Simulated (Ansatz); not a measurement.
Ansatz (a program for electronic structure) input (X2C-CCSD(T)/cc-pVTZ-DK):

Ansatz 0.2 input:
```yaml
crystal:
  periodic: [false, false, false]
  atoms:
    - {symbol: C, position_ang: [1.62930975, -1.36158193, -0.53645573]}
    - {symbol: B, position_ang: [0.93541043, -0.04497075, -0.03186187]}
    - {symbol: C, position_ang: [1.84686090, 1.15884352, 0.40148868]}
    - {symbol: C, position_ang: [-0.65208395, 0.05908372, 0.03433046]}
    - {symbol: C, position_ang: [-1.17725160, -1.06081615, 0.95659174]}
    - {symbol: C, position_ang: [-1.17048532, 1.40576338, 0.55656633]}
    - {symbol: C, position_ang: [-1.21115156, -0.16504169, -1.38640768]}
    - {symbol: H, position_ang: [2.29837153, -1.73967539, 0.24597110]}
    - {symbol: H, position_ang: [0.96924747, -2.17427558, -0.83947157]}
    - {symbol: H, position_ang: [2.29082721, -1.12589437, -1.37851449]}
    - {symbol: H, position_ang: [1.60900596, 2.04904741, -0.19211916]}
    - {symbol: H, position_ang: [1.63164281, 1.44952620, 1.43598939]}
    - {symbol: H, position_ang: [2.91818349, 0.97008098, 0.31639503]}
    - {symbol: H, position_ang: [-2.27065552, -1.03283639, 0.99775413]}
    - {symbol: H, position_ang: [-0.88275803, -2.05061765, 0.60547284]}
    - {symbol: H, position_ang: [-0.80912427, -0.94447160, 1.97941015]}
    - {symbol: H, position_ang: [-0.82203024, 1.60689506, 1.57179824]}
    - {symbol: H, position_ang: [-0.84605102, 2.23607881, -0.07417046]}
    - {symbol: H, position_ang: [-2.26453234, 1.41721456, 0.57696873]}
    - {symbol: H, position_ang: [-0.91748051, -1.13386151, -1.79247574]}
    - {symbol: H, position_ang: [-0.86797208, 0.60741453, -2.07979214]}
    - {symbol: H, position_ang: [-2.30491584, -0.12727665, -1.37058975]}
basis:
  gaussian:
    orbitals: cc-pVTZ-DK
magnetization: {spin_polarized: false}
correlation: {method: ccsd_t, electrons: outside_noble_gas}
```

Output:

```
Functional definition: HF
integrals: 7.27 GiB planned
2344 factors; integrals over basis functions are off by at most 1.0e-3 eV
3.00 GiB of device memory are held for the factors and their scratch space
mean field: 3.11 GiB planned
mean field evaluation 1: about -7090.4155 eV, gradient 4.8e1 eV
mean field evaluation 2: about -7090.7170 eV, gradient 4.8e1 eV
mean field evaluation 4: about -7097.2183 eV, gradient 5.1e0 eV
mean field evaluation 8: about -7097.3144 eV, gradient 2.6e-1 eV
mean field evaluation 16: about -7095.9683 eV, gradient 1.9e1 eV
mean field -7097.31476318 eV, -260.8215068140 hartree, gradient 2.1e-6 eV, S^2 0.000000; 0 other end points of the search recorded, 0 dependent functions left out
7 core orbitals not correlated
reference -7097.31476318 eV, -260.8215068140 hartree; 21, 21 occupied and 392, 392 virtual orbitals, 2344 factors
second order -31.94989685 eV of doubles, -0.00000000 eV of singles
coupled cluster: 44.92 GiB planned
cycle   1  -33.21121760 eV  change    -1.3e0 eV  update   1.1e-1
cycle   2  -33.97729236 eV  change   -7.7e-1 eV  update   2.9e-2
cycle   3  -34.08740426 eV  change   -1.1e-1 eV  update   1.2e-2
cycle   4  -34.08226679 eV  change    5.1e-3 eV  update   2.6e-3
cycle   5  -34.08235703 eV  change   -9.0e-5 eV  update   1.1e-3
cycle   6  -34.08241175 eV  change   -5.5e-5 eV  update   3.1e-4
cycle   7  -34.08227441 eV  change    1.4e-4 eV  update   1.2e-4
cycle   8  -34.08226732 eV  change    7.1e-6 eV  update   3.9e-5
perturbative correction -1.35444854 eV, -0.0497750658 hartree
Total energy: -7132.75147904 eV, -262.1237821021 hartree
Relativity: scalar
```
